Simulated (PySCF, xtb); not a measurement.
Sb(F)5 anion (F5Sb), SMILES [F][Sb]([F])([F])([F])[F] (connectivity only; charge and spin as stated), charge -1, multiplicity 2.

Harmonic wavenumbers (cm⁻¹) from xtb with GFN2-xTB at its own minimum, in rising order: 40, 40, 66, 104, 139, 157, 158, 249, 249, 310, 333, 397.

Q: What does PBE-D3(BJ)/def2-SVPD run with PySCF 2.14.0 give at its own minimum? (Estimate from the structure and the level; the computed values follow.)

A: 76, 141, 141, 154, 197, 204, 204, 448, 463, 471, 471, 557. Paired by order, the mean absolute difference is 107 cm⁻¹ and the zero-point energies are 3.2 and 5.0 kcal/mol.
